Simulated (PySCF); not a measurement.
# Mg (magnesium, neutral): UHF calculation

Configuration: [Ne] 3d2, high-spin 3F determinant (an excited configuration). Computed with PySCF 2.14 in aug-cc-pVDZ, with the non-relativistic Hamiltonian (point nucleus).

```json
{"Total energy": "-199.092188 hartree", "One-electron energy": "-275.9947 hartree", "Hartree (Coulomb) energy": "92.7794 hartree", "Exchange energy": "-15.8769 hartree", "Kinetic energy": "199.16087 hartree", "⟨S²⟩": "2.0000", "⟨L²⟩": "12.000", "Sum of ⟨r⟩": "15.54 bohr", "Sum of ⟨r²⟩": "57.17 bohr²", "Density at the nucleus (Gaussians lack the cusp)": "1060 bohr⁻³", "Spin density at the nucleus": "-0.00552 bohr⁻³", "Langevin diamagnetic susceptibility": "-45.3 ×10⁻⁶ cm³/mol"}
```

```tsv
shell	electrons	mean orbital energy (hartree)	rms radius, mean of both spins (bohr)
1s β	1	-49.33219	0.152
1s α	1	-49.33206	0.152
2s β	1	-4.03596	0.755
2s α	1	-4.03593	0.755
2p α	3	-2.55855	0.770
2p β	3	-2.55848	0.770
3d α	2	-0.05124	5.12
```

The outer electron is Rydberg-like, and this basis confines it to a smaller radius and binds it less than a complete one would.

Spin-orbit constants ζ (cm⁻¹) from the X2C one-electron operator on these orbitals (non-relativistic here): bare nucleus, nucleus screened by l(l+1)(2l+1)/3 electrons, and screened by the Breit-Pauli mean field of the electrons.

```json
{"shell": "2p", "bare": "1731", "screened nucleus": "1442", "mean field": "1309"}
{"shell": "3d", "bare": "1.250", "screened nucleus": "0.2083", "mean field": "0.1544"}
```

To first order the Landé constant is A = 0.07718 cm⁻¹, so the lowest level has J = 2 and lies 3.83e-05 eV below the centre of the term. This holds in LS coupling only.
